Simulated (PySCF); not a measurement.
# Computed properties of CH₄Cl₂Si, SMILES [SiH](C)(Cl)Cl

Si(H)(Cl)2(Me) (CH4Cl2Si), SMILES C[SiH](Cl)Cl. Geometry: B3LYP-D3(BJ)/def2-SVP. One conformer was computed; it need not be the lowest. All values are computed for the isolated molecule unless a solvent is named; none is compared with measurement here.

**Structure.** The optimised structure has Cs symmetry. All 18 harmonic modes at B3LYP-D3(BJ)/def2-SVP (PySCF) are real, so it is a minimum. With heavy atoms numbered as in [SiH:1]([CH3:2])([Cl:3])[Cl:4], the shortest bond between them is Si1–C2 at 1.861 Å and the longest Si1–Cl4 at 2.075 Å.

**Vibrations.** The strongest infrared lines (harmonic, unscaled, degenerate partners summed) lie at 864 cm⁻¹ (200 km/mol, H 78 %, Si 12 %, C 10 %), 901 cm⁻¹ (120 km/mol, H 80 %, C 13 %), 567 cm⁻¹ (108 km/mol, Si 53 %, Cl 39 %). The softest mode is at 164 cm⁻¹ and the zero-point energy is 30.7 kcal/mol.

**Electronic structure.** B3LYP/def2-TZVP (PySCF) places the frontier levels at -8.63 and 0.10 eV, a gap of 8.73 eV, and gives a dipole moment of 2.05 D and a mean polarisability of 60.1 bohr³.

**Excitations.** TDA-M06-2X/def2-SVPD (PySCF) has S1 at 7.71 eV (161 nm, f = 0.018, weak); the most intense of the 10 singlets computed lies at 8.51 eV (f = 0.11). T1 (TDA) is at 7.39 eV, 0.32 eV under S1. No vertical singlet excitation falls in the visible range (under 3.1 eV).

**NMR.** GIAO shifts at KT2/pcSseg-1 (PySCF) (non-relativistic, atoms alike by connectivity averaged): ¹³C at 10.9 ppm against TMS; ¹H from 1.0 to 6.3 ppm against TMS; ²⁹Si at 34.8 ppm against TMS. Without spin–orbit terms, shifts of atoms bonded to Cl or Br come out too high.
